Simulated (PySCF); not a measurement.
Geometries of 2 isomers of CH8GeOSi, from PBE0-D3(BJ)/def2-SVP geometry optimisation, gas phase (PySCF 2.14.0). One conformer each, no zero-point energy, no frequencies.

Question: Which is lower in electronic energy at this level?
A.
```xyz
12
angstrom
C      1.870    0.451   -0.075
Ge     0.681   -1.084   -0.141
O     -0.950   -0.510   -0.583
Si    -2.101    0.461    0.098
H      1.865    0.963   -1.048
H      2.899    0.134    0.151
H      1.544    1.160    0.699
H      1.070   -2.074   -1.251
H      0.576   -1.799    1.223
H     -3.257    0.557   -0.839
H     -1.570    1.840    0.350
H     -2.575   -0.095    1.406
```
B.
```xyz
12
angstrom
O      1.662    0.839    1.002
Si     1.215   -0.705    0.546
C     -0.222   -0.667   -0.657
Ge    -1.534    0.730   -0.238
H      2.007    1.419    0.317
H      2.373   -1.438   -0.062
H      0.807   -1.380    1.808
H     -0.731   -1.646   -0.642
H      0.132   -0.506   -1.689
H     -2.827    0.499   -1.046
H     -0.966    2.112   -0.612
H     -1.875    0.714    1.263
```

Answer: A. That is `[CH3][GeH2][O][SiH3]`, 7.5 kcal/mol below the other.

```csv
SMILES,atoms numbered as above,E (Eh),relative (kcal/mol),relative (kJ/mol),dipole (D)
[CH3][GeH2][O][SiH3],[CH3:1][GeH2:2][O:3][SiH3:4],-2483.73384,0.0,0.0,1.75
O[SiH2][CH2][GeH3],[OH:1][SiH2:2][CH2:3][GeH3:4],-2483.72181,7.5,31.6,1.81
```

As drawn, the higher has an O–H bond and an Si–C bond, which the lower lacks.
